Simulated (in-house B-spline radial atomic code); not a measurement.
The numbers below are computed, except where a source is named.
C6 from the polarisability at imaginary frequency: Au+

LC-wPBE linear response of the closed shell [Xe] 4f14 5d10, from a B-spline radial code for spherical atoms; scalar-relativistic (spin-free one-electron X2C), finite nucleus, no spin-orbit coupling; shells from n = 3 respond.

The dispersion coefficient of two like species is C6 = (3/π) ∫ α(iu)² du from 0 to ∞.

```csv
u (hartree),α(iu) (bohr³)
0,13.68
0.0849,13.32
0.198,12.05
0.339,10.19
0.566,7.81
0.849,5.848
1.27,4.063
1.98,2.478
2.83,1.561
4.24,0.8795
7.07,0.4095
14.1,0.1434
```

(1) Fit one oscillator, α(iu) = α(0)/(1 + u²/ω²), through u = 0.849 and estimate C6.

(2) How does that compare with the full integral?

## Answers

(1) From α(0)/α(iu) − 1 = 13.68/5.848 − 1 = 1.3393, ω = u/√1.3393 = 0.7336 hartree (20.0 eV). London's formula gives C6 = (3/4) α(0)² ω = 0.75 × 13.68² × 0.7336 = 103 hartree·bohr⁶, and the oscillator holds f = α(0) ω² = 7.36 electrons, of a sum of oscillator strengths of 71.6.

(2) The program's quadrature over all excitations gives C6 = 102.1, so the single oscillator is off by +0.8 %. At the last point the fit gives α = 0.0369 against 0.143: higher excitations, and deeper shells where there are any, keep the true curve higher at large u.
